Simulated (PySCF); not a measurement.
Excitation energy of V by level of theory

V [Ar] 3d3 4s2 (4F) → V [Ar] 3d3 4s1 5s1 (6F), as a difference of total energies. Calculation: PySCF 2.14, in dyall-av2z (16s12p7d2f, 101 functions); no relativity, point nucleus. Correlated levels: valence: [Ar] frozen; virtual orbitals above 40 to 60 times the deepest correlated orbital energy dropped. The calculations carry no spin-orbit coupling.

```json
{"method": "UHF", "excitation energy (eV)": "3.438"}
{"method": "MP2 (valence)", "excitation energy (eV)": "4.201"}
{"method": "SCS-MP2 (valence)", "excitation energy (eV)": "4.423"}
{"method": "CCSD (valence)", "excitation energy (eV)": "4.411"}
{"method": "CCSD(T) (valence)", "excitation energy (eV)": "4.461"}
```

**Question.** How much does correlation contribute at CCSD(T) (valence)?

**Answer.** 4.461 − (3.438) = 1.023 eV, measured against UHF.

The promoted electron is Rydberg-like, and one or two diffuse shells describe it only roughly, which tends to raise the upper state.
